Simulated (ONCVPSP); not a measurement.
Varying the ONCV potential for carbon

Base potential:

* Element: carbon
* Generator: ONCVPSP 4.0.1
* Type: optimised norm-conserving Vanderbilt (ONCV)
* Functional: PBE
* Relativity: scalar-relativistic
* Frozen core: [He]
* Valence charge: 4
* Reference configuration: 2s2 2p2
* Partial waves: 2s: rc 1.20 bohr, ncon 4, nbas 8, qcut 6.5 1/bohr, 1 projector; 2p: rc 1.70 bohr, ncon 4, nbas 7, qcut 10 1/bohr, 2 projectors, debl 3.7 Ha
* Local potential: polynomial inside 0.85 bohr (lpopt 4, dvloc0 6 Ha)
* Core correction: none

All-electron outer shells of the reference configuration (PBE, scalar-relativistic, ld1.x):

```json
{"shell": "1s", "level (eV)": "-273.38", "outermost node (bohr)": "–", "outermost maximum (bohr)": "0.17"}
{"shell": "2s", "level (eV)": "-13.75", "outermost node (bohr)": "0.38", "outermost maximum (bohr)": "1.22"}
{"shell": "2p", "level (eV)": "-5.29", "outermost node (bohr)": "–", "outermost maximum (bohr)": "1.20"}
```

Cutoffs, loose and tight: the cutoffs (Ha) at which the residual kinetic energy of the hardest occupied pseudo-wave falls to 1 and 0.1 mHa per electron. They do not see the model core or the augmentation charge, which bear on the density cutoff. Test errors are all-electron minus pseudo excitation energies from the reference, over the configurations 2s2 2p1; 2s2 2p0; 2s1 2p0; 2s1 2p2. A dash means not determined; rows that change the core or the reference have their own tests.

```tsv
change	outcome	cutoff, loose	cutoff, tight	bound ghosts	GHOST(+) flags above zero	largest test error (meV)
base	generated	23 Ha	36 Ha	none	none	+362
local potential polynomial inside 0.85 bohr (lpopt 4, dvloc0 -2.5 Ha)	generated	23 Ha	36 Ha	none	none	+370
local potential polynomial inside 0.85 bohr (lpopt 4, dvloc0 -0.5 Ha)	generated	23 Ha	36 Ha	none	none	+367
local potential polynomial inside 0.85 bohr (lpopt 4, dvloc0 1 Ha)	generated	23 Ha	36 Ha	none	none	+367
local potential polynomial inside 0.85 bohr (lpopt 4, dvloc0 2 Ha)	generated	23 Ha	36 Ha	none	none	+365
local potential polynomial inside 0.85 bohr (lpopt 4, dvloc0 3.5 Ha)	generated	23 Ha	36 Ha	none	none	+365
local potential polynomial inside 0.85 bohr (lpopt 4, dvloc0 5 Ha)	generated	23 Ha	36 Ha	none	none	+362
local potential polynomial inside 0.85 bohr (lpopt 4, dvloc0 6.5 Ha)	generated	23 Ha	36 Ha	none	none	+362
local potential polynomial inside 0.85 bohr (lpopt 4, dvloc0 8 Ha)	generated	23 Ha	36 Ha	none	none	+359
local potential polynomial inside 0.85 bohr (lpopt 4, dvloc0 9 Ha)	generated	23 Ha	36 Ha	none	none	+359
```

Reading the sweep of the dvloc0 (base included, trends over the rows without a ghost): The loose cutoff stays near 23 Ha. The median size of the test errors (rows with all tests solved) stays near 86.2 meV.
